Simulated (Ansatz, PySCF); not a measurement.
Al(H)(OMe)(SeH) (CH5AlOSe), SMILES C[O][AlH][SeH].

Geometry: ωB97X-D3(BJ)/def2-SVP. The structure was generated by enumeration; whether it is a known compound was not checked. The values are those of a single conformer.

Vertical ionisation energy (IE) and electron affinity (EA) in eV. Rows of orbital energies are one-electron estimates. Where ΔSCF, EOM or ADC give a negative EA the extra electron is unbound and the value depends on the basis.

```json
[
 {"level": "−ε(HOMO), −ε(LUMO), CAM-B3LYP/def2-TZVP (PySCF)", "IE": "8.58", "EA": "-0.24"},
 {"level": "−ε(HOMO), −ε(LUMO), PBE/def2-TZVP (PySCF)", "IE": "6.18", "EA": "1.42"},
 {"level": "ΔSCF, CAM-B3LYP/def2-SVPD (Ansatz), final states of multiplicity 2 and 2", "IE": "9.61", "EA": "-0.82"},
 {"level": "ΔSCF, PBE/def2-SVPD (Ansatz), final states of multiplicity 2 and 2", "IE": "9.11", "EA": "-0.56"}
]
```

Problem. What vertical singlet–triplet gap does ΔSCF give with CAM-B3LYP/def2-SVPD (Ansatz, a program for electronic structure) and with PBE/def2-SVPD (Ansatz)? (An estimate is asked for; the answer gives what the named calculation found.)

Solution. 5.33 and 4.80 eV (triplet above singlet where positive).
